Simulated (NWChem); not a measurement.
Species: CH6BNO; SMILES OBNC

```xyz
10

B     -0.6263     0.8184     0.0000
H     -1.6908     1.3938     0.0000
N     -0.6246    -0.5917     0.0000
C      0.4983    -1.4894     0.0000
H     -1.5267    -1.0500     0.0000
H      0.5195    -2.1414    -0.8911
H      0.5195    -2.1414     0.8911
H      1.4445    -0.9262     0.0000
O      0.4964     1.5947     0.0000
H      1.3179     1.0943     0.0000
```
Atoms are numbered in this order, from 1.

Coordinates come from a PBE0/def2-SVP optimisation.

### Question
Give the principal values of the shielding tensors (ppm) of B1, N3, C4, O9 from Hartree-Fock/6-31G* (spherical d), GIAO (NWChem), with their diamagnetic and paramagnetic parts as GIAO splits them.

### Answer
```json
[
 {"atom": "B1", "σ11": "77.2", "σ22": "99.4", "σ33": "119.1", "isotropic": "98.6", "diamagnetic": "195.4", "paramagnetic": "-96.9"},
 {"atom": "N3", "σ11": "160.5", "σ22": "236.8", "σ33": "248.0", "isotropic": "215.1", "diamagnetic": "322.5", "paramagnetic": "-107.4"},
 {"atom": "C4", "σ11": "155.4", "σ22": "174.6", "σ33": "195.2", "isotropic": "175.1", "diamagnetic": "245.3", "paramagnetic": "-70.3"},
 {"atom": "O9", "σ11": "182.8", "σ22": "267.2", "σ33": "348.5", "isotropic": "266.2", "diamagnetic": "391.3", "paramagnetic": "-125.1"}
]
```
